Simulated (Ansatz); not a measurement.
Reaction (ligand exchange at the Si–Cl bond): `Cl[Si](Cl)(Cl)Cl` + HBr → `Cl[Si](Cl)(Cl)Br` + HCl

Isolated molecules relaxed with PBE0-D4/def2-TZVP in Ansatz; ΔE leaves out vibrations. CBS: MP2 limit from def2 TZ/QZ plus the TZ coupled-cluster correction, frozen cores. This one scheme is used for every species. Functionals use def2-TZVPP. For Br outer-core shells are correlated without core-valence functions, which leaves a few kJ/mol of doubt a bond. Scalar relativity is left out up to krypton.

```csv
level,ΔE (kcal/mol)
revPBE-D4,1.3
ωB97X-V,1.8
revPBE,1.5
r2SCAN,1.8
```

Question: What does CCSD(T)/CBS give? (Best estimate.)

Answer: The calculation gave: +0.9 kcal/mol. The listed levels differ from it by 0.4, 0.9, 0.6, 0.9 kcal/mol.

Largest T1 diagnostic among the species: 0.009.

At CCSD(T), def2-SVP lies +1.7 kcal/mol from the extrapolated value and def2-TZVPP +0.7 kcal/mol. Leaving LDA and LC-ωPBE aside and taking each functional with its dispersion term where it has one, the values, not all of them listed here, spread over 1.4 kcal/mol, from HSE06-D4 to B97M-V.
